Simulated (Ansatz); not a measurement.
Diatomic HfSb, multiplicity 4 (an upper state: multiplicity 2 came lower at PBE0/def2-TZVPP). No spin–orbit coupling.

Constants: fifth-degree fit in 1/R to seven points, most abundant isotopes. Runs in def2 and cc sets follow the lowest solution found near the PBE0 minimum.

Codes used: Ansatz (an electronic-structure program) with Gaussian orbitals. Values without a source in brackets are computed. In def2 rows elements past Kr take small-core potentials, without spin–orbit coupling.

Q: What bond length and harmonic frequency does PBE/def2-TZVPP give?

A: r_e = 2.677 Å, ω_e = 202 cm⁻¹.

Q: What bond length and harmonic frequency does PBE0/def2-TZVPP give?

A: r_e = 2.656 Å, ω_e = 211 cm⁻¹.

Q: What bond length and harmonic frequency does wB97X-V/def2-TZVPP give?

A: r_e = 2.651 Å, ω_e = 212 cm⁻¹.
